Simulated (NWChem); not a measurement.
Program: NWChem. System: F3Ga, charge 0, spin multiplicity 1, at a geometry optimised with B3LYP/def2-SVP. The structure started from a generated list of species. Level: TD-B3LYP/def2-SVP, VWN1-RPA local correlation.

Job file:

```
start mol
memory heap 200 mb stack 900 mb global 1100 mb
geometry units angstroms nocenter noautoz
  Ga     0.000000     0.000000    -0.000011
  F      0.000000     0.000000     1.733298
  F     -1.501110     0.000000    -0.866631
  F      1.501110     0.000000    -0.866631
  symmetry group C2v
end
basis spherical
  * library def2-svp
end
dft
  xc b3lyp
  semidirect memsize 60000000 filesize 0
  iterations 100
end
tddft
  rpa
  nroots 5
  notriplet
  thresh 1e-4
end
task tddft energy
```

Output (cleaned and shortened):

```
             Northwest Computational Chemistry Package (NWChem) 7.3.0
             --------------------------------------------------------

                                NWChem Input Module
                                -------------------

 Scaling coordinates for geometry "geometry" by  1.889725989
 (inverse scale =  0.529177249)

 Turning off AUTOSYM since
 SYMMETRY directive was detected!

                             Geometry "geometry" -> ""
                             -------------------------

 Output coordinates in angstroms (scale by  1.889725989 to convert to a.u.)

  No.       Tag          Charge          X              Y              Z
 ---- ---------------- ---------- -------------- -------------- --------------
    1 Ga                  31.0000     0.00000000     0.00000000    -0.00001100
    2 F                    9.0000     0.00000000     0.00000000     1.73329800
    3 F                    9.0000    -1.50111000     0.00000000    -0.86663100
    4 F                    9.0000     1.50111000     0.00000000    -0.86663100

 Effective nuclear repulsion energy (a.u.)     298.3673374976

            Nuclear Dipole moment (a.u.)
            ----------------------------
        X                 Y               Z
 ---------------- ---------------- ----------------
     0.0000000000     0.0000000000    -0.0000321253

      Symmetry information
      --------------------

 Group name             C2v
 Group number             16
 Group order               4
 No. of unique centers     3

      Symmetry unique atoms

     1    2    3


 Summary of "ao basis" -> "" (spherical)
 ------------------------------------------------------------------------------
       Tag                 Description            Shells   Functions and Types
 ---------------- ------------------------------  ------  ---------------------
 *                          def2-svp                  on all atoms

                                 NWChem DFT Module
                                 -----------------

 Summary of "ao basis" -> "ao basis" (spherical)
 ------------------------------------------------------------------------------
       Tag                 Description            Shells   Functions and Types
 ---------------- ------------------------------  ------  ---------------------
 Ga                         def2-svp                12       32   5s4p3d
 F                          def2-svp                 6       14   3s2p1d

 Summary of "ao basis" -> "ao basis" (spherical)
 ------------------------------------------------------------------------------
       Tag                 Description            Shells   Functions and Types
 ---------------- ------------------------------  ------  ---------------------
 Ga                         def2-svp                12       32   5s4p3d
 F                          def2-svp                 6       14   3s2p1d

      Symmetry analysis of basis
      --------------------------

        a1         32
        a2          8
        b1         20
        b2         14

            General Information
            -------------------
          SCF calculation type: DFT
          Wavefunction type:  closed shell.
          No. of atoms     :     4
          No. of electrons :    58
           Alpha electrons :    29
            Beta electrons :    29
          Charge           :     0
          Spin multiplicity:     1
          Use of symmetry is: off; symmetry adaption is: on
          Maximum number of iterations: 100
          AO basis - number of functions:    74
                     number of shells:    30
          Convergence on energy requested:  1.00D-06
          Convergence on density requested:  1.00D-05
          Convergence on gradient requested:  5.00D-04

              XC Information
              --------------
                         B3LYP Method XC Potential
                     Hartree-Fock (Exact) Exchange  0.200
                        Slater Exchange Functional  0.800 local
                    Becke 1988 Exchange Functional  0.720 non-local
              Lee-Yang-Parr Correlation Functional  0.810
                  VWN I RPA Correlation Functional  0.190 local

             Grid Information
             ----------------
          Grid used for XC integration:  medium
          Radial quadrature: Mura-Knowles
          Angular quadrature: Lebedev.
          Tag              B.-S. Rad. Rad. Pts. Rad. Cut. Ang. Pts.
          ---              ---------- --------- --------- ---------
          Ga                  1.30      112           6.0       590
          F                   0.50       49           7.0       434
          Grid pruning is: on
          Number of quadrature shells:   259
          Spatial weights used:  Erf1

          Convergence Information
          -----------------------
          Convergence aids based upon iterative change in
          total energy or number of iterations.
          Levelshifting, if invoked, occurs when the
          HOMO/LUMO gap drops below (HL_TOL):  1.00D-02
          DIIS, if invoked, will attempt to extrapolate
          using up to (NFOCK): 10 stored Fock matrices.

                    Damping( 0%)  Levelshifting(0.5)       DIIS
                  --------------- ------------------- ---------------
          dE  on:    start            ASAP                start
          dE off:    2 iters        100 iters           100 iters

      Screening Tolerance Information
      -------------------------------
          Density screening/tol_rho:  1.00D-10
          AO Gaussian exp screening on grid/accAOfunc:  14
[...]
    34     -0.120992  2 F  s                 52      0.119786  3 F  pz
    66      0.119786  4 F  pz                50     -0.114768  3 F  px

 center of mass
 --------------
 x =   0.00000000 y =   0.00000000 z =  -0.00000111

 moments of inertia (a.u.)
 ------------------
         305.735885219128           0.000000000000           0.000000000000
           0.000000000000         611.488183831992           0.000000000000
           0.000000000000           0.000000000000         305.752298612863

     Multipole analysis of the density
     ---------------------------------

     L   x y z        total         alpha         beta         nuclear
     -   - - -        -----         -----         ----         -------
     0   0 0 0     -0.000000    -29.000000    -29.000000     58.000000

     1   1 0 0     -0.000000     -0.000000     -0.000000      0.000000
     1   0 1 0      0.000000      0.000000      0.000000      0.000000
     1   0 0 1     -0.000053     -0.000011     -0.000011     -0.000032

     2   2 0 0    -25.813659    -85.327946    -85.327946    144.842233
     2   1 1 0     -0.000000     -0.000000     -0.000000      0.000000
     2   1 0 1     -0.000000     -0.000000     -0.000000      0.000000
     2   0 2 0    -18.940299     -9.470149     -9.470149      0.000000
     2   0 1 1     -0.000000     -0.000000     -0.000000      0.000000
     2   0 0 2    -25.813317    -85.323888    -85.323888    144.834458

                                NWChem TDDFT Module
                                -------------------

            General Information
            -------------------
           No. of orbitals :     148
            Alpha orbitals :      74
             Beta orbitals :      74
        Alpha frozen cores :       0
         Beta frozen cores :       0
     Alpha frozen virtuals :       0
      Beta frozen virtuals :       0
         Spin multiplicity :       1
    Number of AO functions :      74
        Use of symmetry is : off
      Symmetry adaption is : on
         Schwarz screening :  0.10D-07

              XC Information
              --------------
                  B3LYP Method XC Potential
              Hartree-Fock (Exact) Exchange   0.20
                 Slater Exchange Functional   0.80 local
             Becke 1988 Exchange Functional   0.72 non-local
       Lee-Yang-Parr Correlation Functional   0.81
           VWN I RPA Correlation Functional   0.19 local

             TDDFT Information
             -----------------
          Calculation type : TDDFT
         Wavefunction type : Restricted singlets
          No. of electrons :      58
           Alpha electrons :      29
            Beta electrons :      29
              No. of roots :       5
          Max subspacesize :    5000
            Max iterations :     100
               Target root :       1
           Target symmetry : none
      Symmetry restriction : off
                 Algorithm : Optimal
        Davidson threshold :  0.10D-03

            Memory Information
            ------------------
          Available GA space size is         144173724 doubles
          Available MA space size is          50654732 doubles
          Length of a trial vector is         1305
          Algorithm : Incore multiple tensor contraction
          Estimated peak GA usage is          26353994 doubles
          Estimated peak MA usage is             18000 doubles

    5 smallest eigenvalue differences (eV)
--------------------------------------------------------
  No. Spin  Occ  Vir  Irrep   E(Occ)    E(Vir)   E(Diff)
--------------------------------------------------------
    1    1   29   30 b1       -0.407    -0.099     8.388
    2    1   28   30 b1       -0.414    -0.099     8.561
    3    1   27   30 a1       -0.414    -0.099     8.561
    4    1   26   30 b2       -0.414    -0.099     8.578
    5    1   25   30 a2       -0.414    -0.099     8.579
--------------------------------------------------------

  Entering Davidson iterations
  Restricted singlet excited states

  Iter   NTrls   NConv    DeltaV     DeltaE      Time
  ----  ------  ------  ---------  ---------  ---------
    1      5       0     0.24E+00   0.10+100        3.6
    2     15       0     0.54E-01   0.16E-01        5.0
    3     25       0     0.94E-02   0.77E-03        4.9
    4     35       0     0.29E-02   0.33E-04        5.0
    5     45       1     0.14E-02   0.28E-05        5.1
    6     53       1     0.43E-03   0.69E-06        4.5
    7     61       3     0.14E-03   0.47E-07        4.5
    8     65       5     0.90E-04   0.37E-08        3.3
  ----  ------  ------  ---------  ---------  ---------
  Convergence criterion met

  Ground state a1      -2224.056444966909 a.u.

  ----------------------------------------------------------------------------
  Root   1 singlet b1             0.254404697 a.u.                6.9227 eV
  ----------------------------------------------------------------------------
     Transition Moments    X  0.00010   Y -0.00000   Z  0.00000
     Transition Moments   XX  0.00000  XY -0.00000  XZ  0.00001
     Transition Moments   YY -0.00000  YZ  0.00000  ZZ -0.00000
     Dipole Oscillator Strength                    0.0000000016
     Electric Quadrupole                           0.0000000000
     Magnetic Dipole                               0.0000001525
     Total Oscillator Strength                     0.0000001541

          sigma_e =   1.7361 Angstrom
          sigma_h =   1.8507 Angstrom
         |d_h->e| =   0.0005 Angstrom
            d_exc =   2.4800 Angstrom
            d_CD1 =   0.1150 Angstrom
            d_CD2 =  -1.7929 Angstrom
            d_CD3 =   2.4805 Angstrom
     Pearson C.C. =   0.0449

     Occ.   29  b1  ---  Virt.   30  a1   0.99772 X
  ----------------------------------------------------------------------------
  Root   2 singlet b2             0.260914438 a.u.                7.0998 eV
  ----------------------------------------------------------------------------
     Transition Moments    X -0.00000   Y  0.00004   Z -0.00000
     Transition Moments   XX  0.00000  XY  0.00002  XZ -0.00000
     Transition Moments   YY  0.00000  YZ  0.73551  ZZ -0.00000
     Dipole Oscillator Strength                    0.0000000003
     Electric Quadrupole                           0.0000000512
     Magnetic Dipole                               0.0000002338
     Total Oscillator Strength                     0.0000002853

          sigma_e =   1.7312 Angstrom
          sigma_h =   1.6288 Angstrom
         |d_h->e| =   0.7961 Angstrom
            d_exc =   2.4669 Angstrom
            d_CD1 =   0.8985 Angstrom
            d_CD2 =  -0.8839 Angstrom
            d_CD3 =   3.2630 Angstrom
     Pearson C.C. =   0.0351

     Occ.   26  b2  ---  Virt.   30  a1   0.99754 X
  ----------------------------------------------------------------------------
  Root   3 singlet a2             0.260917924 a.u.                7.0999 eV
  ----------------------------------------------------------------------------
     Transition Moments    X  0.00000   Y  0.00000   Z  0.00000
     Transition Moments   XX -0.00000  XY -0.73556  XZ -0.00000
     Transition Moments   YY  0.00000  YZ  0.00002  ZZ -0.00000
     Dipole Oscillator Strength                    0.0000000000
     Electric Quadrupole                           0.0000000512
     Magnetic Dipole                               0.0000002338
     Total Oscillator Strength                     0.0000002850

          sigma_e =   1.7312 Angstrom
          sigma_h =   1.6289 Angstrom
         |d_h->e| =   0.7957 Angstrom
            d_exc =   2.4669 Angstrom
            d_CD1 =   0.8980 Angstrom
            d_CD2 =  -0.8843 Angstrom
            d_CD3 =   3.2626 Angstrom
     Pearson C.C. =   0.0351

     Occ.   25  a2  ---  Virt.   30  a1   0.99754 X
  ----------------------------------------------------------------------------
  Root   4 singlet b1             0.267149480 a.u.                7.2695 eV
  ----------------------------------------------------------------------------
     Transition Moments    X -0.54162   Y -0.00000   Z  0.00010
     Transition Moments   XX  0.00003  XY -0.00000  XZ -0.13798
     Transition Moments   YY -0.00000  YZ  0.00000  ZZ -0.00003
     Dipole Oscillator Strength                    0.0522461935
     Electric Quadrupole                           0.0000000019
     Magnetic Dipole                               0.0000000000
     Total Oscillator Strength                     0.0522461954

          sigma_e =   1.7399 Angstrom
          sigma_h =   1.7166 Angstrom
         |d_h->e| =   0.5782 Angstrom
            d_exc =   2.4829 Angstrom
            d_CD1 =   0.6016 Angstrom
            d_CD2 =  -1.1500 Angstrom
            d_CD3 =   3.0611 Angstrom
     Pearson C.C. =   0.0240

     Occ.   22  b1  ---  Virt.   30  a1   0.17992 X
     Occ.   25  a2  ---  Virt.   31  b2   0.13977 X
     Occ.   28  b1  ---  Virt.   30  a1  -0.97093 X
  ----------------------------------------------------------------------------
  Root   5 singlet a1             0.267150432 a.u.                7.2695 eV
  ----------------------------------------------------------------------------
     Transition Moments    X  0.00010   Y  0.00000   Z  0.54164
     Transition Moments   XX  0.13791  XY  0.00000  XZ  0.00003
     Transition Moments   YY  0.00003  YZ  0.00000  ZZ -0.13795
     Dipole Oscillator Strength                    0.0522492212
     Electric Quadrupole                           0.0000000019
     Magnetic Dipole                               0.0000000000
     Total Oscillator Strength                     0.0522492231

          sigma_e =   1.7399 Angstrom
          sigma_h =   1.7165 Angstrom
         |d_h->e| =   0.5784 Angstrom
            d_exc =   2.4829 Angstrom
            d_CD1 =   0.6019 Angstrom
            d_CD2 =  -1.1497 Angstrom
            d_CD3 =   3.0613 Angstrom
     Pearson C.C. =   0.0240

     Occ.   23  a1  ---  Virt.   30  a1  -0.17994 X
     Occ.   26  b2  ---  Virt.   31  b2   0.13979 X
     Occ.   27  a1  ---  Virt.   30  a1   0.97092 X

              Target root =      1
          Target symmetry = none
      Ground state energy =  -2224.056444966909
        Excitation energy =      0.254404697127
     Excited state energy =  -2223.802040269783

  stored tddft:energy   -2223.8020402697825

 Task  times  cpu:       38.4s     wall:       38.4s

 Total times  cpu:       38.4s     wall:       38.4s
```
